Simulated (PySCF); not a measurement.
## Dipole moment and polarisability of `FC(F)(F)[C@@H](Cl)C(Cl)Cl`

Species: C3H2Cl3F3.
Geometry (GFN2-xTB, Å), atoms numbered from 1 in this order:
```
atom  x, y, z in Å
F1     1.1581   -0.9919    1.3086
C2     1.2850   -0.1173    0.2961
F3     2.2237    0.7567    0.6643
F4     1.7577   -0.7921   -0.7434
C5    -0.0497    0.5923    0.0323
Cl6    0.1252    1.5825   -1.4392
C7    -1.2138   -0.3856   -0.0938
Cl8   -1.0577   -1.3958   -1.5455
Cl9   -2.7331    0.5312   -0.1551
H10   -0.2293    1.2702    0.8742
H11   -1.2608   -1.0475    0.7757
```

Level: PBE0/def2-SVPD (PySCF), static field, nuclei fixed, core orbitals frozen in the response. The polarisability tensor in these axes (au):

```
x   83.23 -1.34 -0.74
y   -1.34 79.14  1.00
z   -0.74  1.00 74.93
```

Q: What are the eigenvalues, a third of the trace, and Δα (Δα² = ½Σ(αi − αj)² over the three pairs)?

A: Principal values 74.69, 78.87 and 83.75 au; mean 79.10 au = 11.72 Å³ = 13.04 × 10⁻⁴⁰ C²·m²/J; Δα = 7.85 au (10 % of the mean).

Q: What is the dipole moment, and where does it point?

A: (-0.71, 0.17, 1.53) D, 1.70 D in size, pointing from the negative to the positive side. Measured along this direction, the outermost atoms are F4 at the negative end and H11, Cl9 and H10 at the positive end.

Q: Directions of the eigenvectors, and the extent of the frame along each?

A: Largest value along (0.95, -0.30, -0.11), where the nuclei span 4.72 Å; middle along (0.32, 0.93, 0.18), 3.44 Å; least along (0.05, -0.20, 0.98), 3.27 Å. The response follows the extents in order.

Q: What would n − 1 = 2πNα be for an ideal gas of these molecules at 298.15 K and 1 atm, electronic part alone?

A: N = p/kT = 2.4615 × 10¹⁹ cm⁻³, so n − 1 = 2π × N × 11.72 × 10⁻²⁴ cm³ = 1813 × 10⁻⁶ at long wavelengths.

Q: What depolarisation ratio follows for Rayleigh scattering of linearly polarised light, taking the static tensor?

A: ρ = 3Δα²/(45ᾱ² + 4Δα²) = 185.1/(281568 + 246.8) = 0.000657.

Q: What are the principal values of the traceless quadrupole moment, Θ = ½Σq(3rr − r²1), about the centre of nuclear charge?

A: -5.76, 1.07, 4.69 D·Å. The values depend on the origin, since the dipole doesn't vanish. The electronic extent ⟨r²⟩ about the same centre is 1734 bohr², a root-mean-square distance of 2.23 Å for the 98 electrons.

One conformer (not necessarily the lowest) at the GFN2-xTB geometry, without solvent, vibrations or thermal averaging.
